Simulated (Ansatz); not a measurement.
The cluster Sb3⁺. Total charge 1; quintet. Geometry PBE-D4/def2-SVP; atoms count from 1.

```tsv
atom	x (Å)	y (Å)	z (Å)
Sb1	1.352	0.782	0.376
Sb2	-0.909	0.612	-1.436
Sb3	-0.444	-1.393	1.061
```

In the def2 sets Sb takes a core potential; there is no spin–orbit coupling. At PBE0-D4/def2-TZVP a singlet of charge 1 lies 2.55 eV below the quintet, each at its own geometry. The structure comes from a short search, and lower isomers may exist.

Problem. Estimate the Mulliken populations from the PBE0/def2-TZVP orbitals of Ansatz.

Solution. 
```tsv
atom	charge (e)	spin (α − β)
Sb1	0.26	1.04
Sb2	0.37	1.48
Sb3	0.37	1.48
```
Mulliken values and Mayer orders depend strongly on the basis.

Problem. Where does the spin sit?

Solution. Summed by element: Sb 4.00, of 4 unpaired in all. Largest on single atoms: Sb2 1.48, Sb3 1.48, Sb1 1.04.

Problem. And the Mayer bond orders between bonded heavy atoms (over 0.3)?

Solution. Sb1–Sb2 1.02 (2.90 Å); Sb1–Sb3 1.02 (2.90 Å); Sb2–Sb3 0.69 (3.24 Å).
